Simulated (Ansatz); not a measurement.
The cluster Al₂B₅, relaxed as a doublet with UKS PBE0-D4/def2-SVP in Ansatz, starting from the GFN1-xTB geometry. Force threshold 0.02 eV/Å.

The relaxation made no stability test and no search for a lower SCF solution. Another isomer (doublet) lies 0.28 eV lower at PBE0-D4/def2-TZVP; other spin states weren't run for this one.

Start:

```xyz
7

B    -0.6710    1.4003   -0.2539
B     0.0296    0.0090    0.0175
B    -1.2888    1.3613    1.1324
B     1.2841   -1.3581   -1.1410
B     0.6967   -1.4034    0.2570
Al   -0.7768   -0.4914    2.3121
Al    0.7263    0.4824   -2.3241
```

Question: Estimate the energy that the relaxation releases and the steps that it takes.

Answer: 61.0 kcal/mol, in 7 steps; 18 s on 4 threads of Arm Neoverse V1 on a shared host. No frequencies were taken in this run, so the end may be a saddle point.

Question: Does the start keep its bonding and symmetry?

Answer: Bonds formed: B1–Al7, B2–B3, B2–B4, B5–Al6 (atoms count from 1). Point group C2 at the start, D2h at the end, both within 0.05 Å; within 0.015 Å the end is C2v.

Question: Predict the relaxed structure.

Answer: 
```xyz
7

B    -0.601    1.489   -0.557
B     0.011    0.007    0.005
B    -0.995    1.067    0.873
B     0.999   -1.064   -0.871
B     0.604   -1.488    0.558
Al   -0.571   -0.608    2.033
Al    0.553    0.598   -2.041
```
Bond lengths (bridged metal pairs left out): 6 × B–B 1.54 to 1.70 Å; 6 × Al–B 2.08 to 2.20 Å.
